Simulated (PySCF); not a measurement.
H$_{3}$BeFGe, singlet, at a GFN2-xTB geometry (such geometries of metal compounds can be far from the true shape). Base run: PBE0/6-31G (PySCF).

Input for PySCF:
```python
from pyscf import gto, scf, dft, solvent

mol = gto.Mole()
mol.atom = '''
    Be   -0.34748178    0.97056370   -0.87185595
    F    -0.64988872    1.96455296   -1.76282013
    Ge    0.19013974   -0.57177422    0.51309672
    H     1.04823141   -1.69910697    0.02173284
    H     0.98657756   -0.19092631    1.72523557
    H    -0.88035517   -1.37642320    1.18674160
'''
mol.basis = '6-31g'
mol.verbose = 4
mol.build()

mf = dft.RKS(mol)
mf.xc = 'pbe0'
mf.kernel()
```

Each row names what was changed in the base input (with any setting that the change needs).

```
change                                                     ΔE vs base (kJ/mol)  dipole (D)  HOMO-LUMO gap (eV)
---------------------------------------------------------  -------------------  ----------  ------------------
base                                                                      0.00        0.20                8.25
model = IEF-PCM; solvent = chloroform; r_probe = 0.5                     -5.96        0.12                8.31
model = IEF-PCM; solvent = chloroform; lebedev_order = 41                    ?           ?                   ?
model = C-PCM; solvent = chloroform                                     -19.71        0.20                8.40
model = SS(V)PE; solvent = chloroform                                        ?           ?                   ?
model = IEF-PCM; solvent = dimethylsulfoxide                            -24.88        0.29                8.44
model = IEF-PCM; solvent = chloroform; vdw_scale = 1.0                   -40.0        0.30                8.41
model = IEF-PCM; solvent = chloroform; vdw_scale = 1.4                   -8.39        0.11                8.33
model = ddCOSMO; solvent = chloroform                                    -37.2        0.48                8.45
model = IEF-PCM; solvent = chloroform; vdw_scale = 1.1                  -25.96        0.22                8.40
model = IEF-PCM; solvent = chloroform; lebedev_order = 11               -17.08        0.14                8.36
model = IEF-PCM; solvent = tetrahydrofuran                                   ?        0.20                8.40
```

Task: Complete the blanks.

Result: 
- model = IEF-PCM; solvent = chloroform; lebedev_order = 41, ΔE vs base (kJ/mol): -17.42
- model = IEF-PCM; solvent = chloroform; lebedev_order = 41, dipole (D): 0.16
- model = IEF-PCM; solvent = chloroform; lebedev_order = 41, HOMO-LUMO gap (eV): 8.38
- model = SS(V)PE; solvent = chloroform, ΔE vs base (kJ/mol): -17.22
- model = SS(V)PE; solvent = chloroform, dipole (D): 0.15
- model = SS(V)PE; solvent = chloroform, HOMO-LUMO gap (eV): 8.37
- model = IEF-PCM; solvent = tetrahydrofuran, ΔE vs base (kJ/mol): -20.21

The base is the gas phase, so ΔE is the electrostatic part of solvation at a fixed geometry, without cavity and dispersion terms.
